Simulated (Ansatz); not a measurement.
A nudged elastic band was laid between two geometries of AlCl2H + H4Si (9 atoms, charge 0, multiplicity 1).

All numbers below come from RKS PBE0/cc-pVDZ (Ansatz 0.2.0).

```json
{
 "movable images": "5",
 "climbing image": "yes",
 "spring": "5.0 eV/Å²",
 "optimiser": "quadratic models (default)",
 "start path": "through a guess of the saddle point",
 "force threshold": "0.03 eV/Å",
 "iteration limit": "60",
 "end points": "relaxed"
}
```

First end point:

```xyz
9
Properties=species:S:1:pos:R:3
Al -0.035 0.295 0.151
H 0.211 1.307 1.333
Cl 1.585 -0.307 -1.106
Cl -1.999 -0.024 -0.616
Si 0.164 -2.766 1.107
H -0.278 -3.009 -0.293
H 1.600 -3.100 1.334
H -0.734 -3.419 2.106
H 0.027 -1.271 1.406
```

Last end point:

```xyz
9
Properties=species:S:1:pos:R:3
Al -0.092 -0.713 -0.236
H 0.507 0.646 1.684
Cl 1.555 0.350 -1.072
Cl -2.020 0.115 -0.593
Si 0.158 -2.916 0.766
H -0.190 -3.975 -0.239
H 1.565 -3.138 1.233
H -0.770 -3.053 1.937
H -0.170 0.389 1.942
```

Task: Which bonds break or form, and what moves?

Result: Bonds broken: Al1–H2, Si5–H9. Bonds formed: Al1–Si5, H2–H9. AlCl2H + H4Si becomes AlCl2H3Si + H2.

Task: Give the energies along the band, and the barrier.

Result: It converged. The highest image is number 3 of 0 to 6, 35.4 kcal/mol above the first end and 31.9 kcal/mol above the last; the last end lies 3.5 kcal/mol above the first. A vibrational analysis at the climbing image gives one clearly imaginary mode, 1239i cm⁻¹: a first-order saddle point. The orbitals stay closed-shell, which can raise the energy where a bond breaks towards radicals; this wasn't checked here.

```json
{"image": "0", "path coordinate (Å)": "0.00", "energy (kcal/mol)": "0.0", "Al1–H2 (Å)": "1.58", "Si5–H9 (Å)": "1.53", "Al1–Si5 (Å)": "3.21"}
{"image": "1", "path coordinate (Å)": "0.58", "energy (kcal/mol)": "0.8", "Al1–H2 (Å)": "1.57", "Si5–H9 (Å)": "1.52", "Al1–Si5 (Å)": "3.20"}
{"image": "2", "path coordinate (Å)": "1.16", "energy (kcal/mol)": "11.8", "Al1–H2 (Å)": "1.58", "Si5–H9 (Å)": "1.58", "Al1–Si5 (Å)": "2.92"}
{"image": "3", "path coordinate (Å)": "1.74", "energy (kcal/mol)": "35.4", "Al1–H2 (Å)": "1.72", "Si5–H9 (Å)": "1.95", "Al1–Si5 (Å)": "2.63"}
{"image": "4", "path coordinate (Å)": "2.48", "energy (kcal/mol)": "9.9", "Al1–H2 (Å)": "2.14", "Si5–H9 (Å)": "2.56", "Al1–Si5 (Å)": "2.42"}
{"image": "5", "path coordinate (Å)": "3.22", "energy (kcal/mol)": "3.8", "Al1–H2 (Å)": "2.42", "Si5–H9 (Å)": "3.23", "Al1–Si5 (Å)": "2.43"}
{"image": "6", "path coordinate (Å)": "3.96", "energy (kcal/mol)": "3.5", "Al1–H2 (Å)": "2.43", "Si5–H9 (Å)": "3.52", "Al1–Si5 (Å)": "2.43"}
```

Task: What is the geometry of the highest image?

Result: 
```xyz
9
Properties=species:S:1:pos:R:3
Al -0.060 -0.212 -0.028
H 0.265 0.402 1.546
Cl 1.606 0.078 -1.295
Cl -2.083 0.114 -0.540
Si 0.138 -2.612 1.018
H -0.208 -3.273 -0.288
H 1.508 -3.046 1.440
H -0.875 -3.011 2.047
H 0.251 -0.732 1.522
```

Task: What are the harmonic wavenumbers there?

Result: 1239i, 69, 79, 117, 167, 334, 391, 409, 469, 479, 612, 801, 902, 909, 927, 1073, 1610, 1866, 2182, 2218, 2231 cm⁻¹.

Run time: 12 min on 2 threads of Intel(R) Xeon(R) Processor @ 2.50GHz (Skylake/Cascade Lake), on a shared host, peak memory 0.25 GiB.
